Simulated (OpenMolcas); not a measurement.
# Cr IV: the spin-orbit constant, Racah parameters, worked from levels

* Program: OpenMolcas 26.06
* Basis: ANO-RCC-VQZP [7s6p4d3f2g1h]
* Scalar Hamiltonian: DKH2, point nucleus
* Active space: 9 electrons in 8 orbitals (RAS1 3p, at most 2 holes; RAS2 3d)
* State averaging: 2S+1 = 4 even, 10 roots; 2S+1 = 2 even, 40 roots
* Spin-orbit coupling: state interaction with AMFI integrals over the reference wave functions, term energies averaged over their components

Methods: RASSCF; MS-RASPT2, IPEA 0.25 Eh, imaginary shift 0.1 Eh (closed shells correlated: 3s). Measured levels: Sugar and Corliss, J. Phys. Chem. Ref. Data 6, 317 (1977).

**The spin-orbit constant.** For the Hund term 4F of d3, E(J) = (A/2) J(J+1) + constant and ζ = 2S·A = 3A. From J = 3/2 to J = 9/2 the energy changes by 10.5 A.

| Source | E(9/2) - E(3/2) | A | ζ |
| --- | --- | --- | --- |
| RASSCF | 1045.3 | 99.6 | 299 |
| MS-RASPT2 | 1044.5 | 99.5 | 298 |
| measured | 945.6 | 90.1 | 270 |

All in cm-1. MS-RASPT2 is off by +10.5 % and RASSCF by +10.5 %. Both methods take the spin-orbit matrix elements from the reference wave functions, so the second can move ζ only through the term energies and any multistate remixing. Second-order mixing with other terms is absorbed into this ζ.

**Racah parameters.** Above 4F, d3 has 4P at 15B, 2G at 4B + 3C and 2H at 9B + 3C. The first two fix B and C, and the third tests them; where it misses by thousands of cm-1, two parameters do not describe the configuration (Trees and configuration-interaction terms are left out) and B and C hang on the terms chosen. Term energies are centres of gravity, weighted by 2J + 1.

| Source | 4P | 2G | B | C | C/B | 2H from B, C | 2H found |
| --- | --- | --- | --- | --- | --- | --- | --- |
| RASSCF | 16363 | 17852 | 1091 | 4496 | 4.12 | 23307 | 25045 |
| MS-RASPT2 | 14227 | 14651 | 948 | 3619 | 3.82 | 19389 | 20533 |
| measured | 13758 | 14699 | 917 | 3677 | 4.01 | 19284 | 20658 |

Energies in cm-1. From RASSCF to MS-RASPT2, B changes by -13.1 % and C by -19.5 %. Against the measured terms, MS-RASPT2 has B off by +3.4 % and C by -1.6 %.

Term energies are means over components that CASPT2 splits; among the terms shown or strongly mixed into the levels shown the widest spread is 1600 cm-1 (3d3 4F, MS-RASPT2). Active for correlation alone: 3p; no level in the range computed is led by a configuration that opens it, so any true level of that kind is missing. Without dynamic correlation excited terms often stand tens of per cent too high (terms of higher spin than the ground term too low), and those without a measured partner can miss by more than the paired ones (holds for RASSCF). Computed and measured levels are paired by configuration, term and J; levels that our copy of the source lacks, or whose pairing is in doubt (as where it misses far off the trend of its configuration), stay unpaired and out of the deviations. Only configurations of the active space appear.
